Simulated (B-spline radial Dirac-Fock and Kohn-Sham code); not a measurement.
Ionisation energies of platinum ions, computed and tabulated

Level of theory: relaxed Dirac-Fock hole states (ΔSCF) with Breit and QED corrections and a finite nucleus; a radial finite-basis atomic code. Each value is the difference of the configuration-average energies of two neighbouring ions in their tabulated ground configurations. Correlation energy is missing from these numbers. NIST's values refer to the lowest levels; many for high charge states are themselves semi-empirical or theoretical. Where a p, d or f shell is open in either ion the computed value averages over both j values and all terms, while the table refers to the lowest levels; that difference holds spin-orbit splitting (largest in heavy or highly charged ions), term energies where several electrons share open shells, and correlation, and it can reach 10 % or more.

```csv
ion,configuration,computed (eV),NIST (eV),kind,NIST − computed (eV)
Pt²¹⁺,[Kr] 4d10 4f11,609.1,610 ± 30,theoretical,+0.88
Pt²²⁺,[Kr] 4d10 4f10,655.5,660 ± 30,theoretical,+4.51
Pt²³⁺,[Kr] 4d10 4f9,703.0,710 ± 40,theoretical,+6.96
Pt²⁴⁺,[Kr] 4d10 4f8,751.8,760 ± 40,theoretical,+8.25
Pt²⁵⁺,[Kr] 4d10 4f7,801.6,820 ± 40,theoretical,+18.38
Pt²⁶⁺,[Kr] 4d10 4f6,852.6,870 ± 40,theoretical,+17.39
Pt²⁷⁺,[Kr] 4d10 4f5,904.7,930 ± 50,theoretical,+25.27
Pt²⁸⁺,[Kr] 4d10 4f4,958.0,980 ± 50,theoretical,+22.04
Pt²⁹⁺,[Kr] 4d10 4f3,1012.3,1040 ± 50,theoretical,+27.72
Pt³⁰⁺,[Kr] 4d10 4f2,1067.7,1090 ± 50,theoretical,+22.30
Pt³¹⁺,[Kr] 4d10 4f1,1124.2,1140 ± 60,theoretical,+15.81
Pt³²⁺,[Kr] 4d10,1410.9,1402 ± 4,theoretical,-8.93
Pt³³⁺,[Kr] 4d9,1465.6,1454 ± 5,theoretical,-11.57
Pt³⁴⁺,[Kr] 4d8,1520.8,1509 ± 5,theoretical,-11.85
```

Task: Where in this range is the largest relative jump, and why?

Result: From Pt³¹⁺ (1124.2 eV) to Pt³²⁺ (1410.9 eV), a factor of 1.26. The configuration goes from [Kr] 4d10 4f1 to [Kr] 4d10, so the next electron comes out of a deeper subshell.
